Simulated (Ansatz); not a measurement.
A nudged elastic band was laid between two geometries of C2H6BN (10 atoms, charge 0, multiplicity 1).

All numbers below come from RKS r2SCAN/6-31G (Ansatz).

| Property | Result |
| --- | --- |
| movable images | 8 |
| climbing image | no |
| spring | 5.0 eV/Å² |
| optimiser | quadratic models (default) |
| start path | through a guess of the saddle point |
| force threshold | 0.05 eV/Å |
| iteration limit | 35 |
| end points | relaxed |

Initial state:

```xyz
10
Properties=species:S:1:pos:R:3
C -0.591 1.672 -0.658
C -0.087 0.750 0.189
B 0.084 -0.742 -0.202
N 0.609 -1.676 0.707
H -0.900 1.395 -1.666
H -0.716 2.721 -0.392
H 0.206 1.090 1.190
H -0.231 -1.130 -1.296
H 0.731 -2.652 0.481
H 0.896 -1.428 1.646
```

Final state:

```xyz
10
Properties=species:S:1:pos:R:3
C 0.011 1.563 -0.398
C -0.788 0.622 0.149
B -0.466 -0.904 0.158
N 0.861 -1.360 0.215
H 0.957 1.302 -0.874
H -0.251 2.621 -0.421
H -1.743 0.956 0.566
H -1.338 -1.729 0.110
H 1.107 -2.339 0.186
H 1.650 -0.732 0.308
```

(1) Which bonds break or form, and what moves?

(2) Give the energies along the band, and the barrier.

(3) What is the geometry of the highest image?

Answers

(1) No bond is made or broken. The dihedral H7–C2–B3–N4 goes from 0 to -152°.

(2) The run converged. The highest image is number 5 of 0 to 9, 21.5 kJ/mol above the first end and 13.5 kJ/mol above the last; the last end lies 7.9 kJ/mol above the first. No image climbed, so the highest image needn't sit at the top of the path. Limits of this set-up: no polarisation functions.

| image | path coordinate (Å) | energy (kJ/mol) | dihedral H7–C2–B3–N4 (°) |
| --- | --- | --- | --- |
| 0 | 0.00 | 0.0 | 0 |
| 1 | 0.49 | 1.9 | -15 |
| 2 | 0.99 | 7.2 | -30 |
| 3 | 1.48 | 14.0 | -47 |
| 4 | 1.98 | 19.6 | -64 |
| 5 | 2.47 | 21.5 | -83 |
| 6 | 2.97 | 19.2 | -101 |
| 7 | 3.46 | 14.4 | -118 |
| 8 | 3.96 | 9.8 | -135 |
| 9 | 4.45 | 7.9 | -152 |

(3) 
```xyz
10
Properties=species:S:1:pos:R:3
C -0.273 1.666 -0.600
C -0.555 0.647 0.235
B -0.277 -0.869 -0.040
N 0.861 -1.503 0.479
H 0.190 1.496 -1.571
H -0.494 2.704 -0.357
H -1.033 0.904 1.189
H -1.033 -1.546 -0.684
H 1.054 -2.483 0.326
H 1.561 -1.017 1.024
```

The run took 14 min on 1 CPU thread of a shared host.
